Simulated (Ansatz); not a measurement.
```yaml
crystal:
  periodic: [false, false, false]
  atoms:
    - {symbol: F, position_ang: [-0.639281, -0.365117, 1.771435]}
    - {symbol: W, position_ang: [-0.017961, -0.032290, 0.068964]}
    - {symbol: S, position_ang: [1.953392, -0.765241, -0.108556]}
    - {symbol: S, position_ang: [-1.223985, -1.059603, -1.325703]}
    - {symbol: Cl, position_ang: [-0.022165, 2.148650, -0.447540]}
basis:
  gaussian: {orbitals: ANO-RCC-VTZP, final_grid: {core_spheres: 1, valence_spheres: 1, degree: 5}}
hamiltonian: {xc: {name: r2SCAN}}
scf: {lower_state_search: off}
```

```sh
$ ansatz run in.yaml --threads 4 --pin off --events-out ev --progress --plain --max-ram 10444MiB
```

Shortened log:

```
Functional definition: r2SCAN
2192 factors; their error is unknown
mean field evaluation 1: about -476356.0517 eV, gradient 6.1e1 eV
mean field evaluation 2: about -476307.1828 eV, gradient 2.0e2 eV
mean field evaluation 4: about -476358.6495 eV, gradient 2.6e1 eV
mean field evaluation 8: about -476360.0021 eV, gradient 6.9e-1 eV
mean field -476804.49925356 eV, -17522.2421578708 hartree, gradient 9.9e-6 eV, S^2 0.000000; 0 other end points of the search recorded, 0 dependent functions left out
reference -476804.49928994 eV, -17522.2421592079 hartree; 66, 66 occupied and 170, 170 virtual orbitals, 2192 factors
Total energy: -476804.49928994 eV, -17522.2421592079 hartree
Relativity: scalar
Checks for a lower state left out: stability, starts, cluster_reference, orbital_swaps, neighbouring_geometries, increment
```

In this input the integration grid is far too coarse. The calculation finished and met its thresholds. The result belongs to that input, not to the molecule as meant.
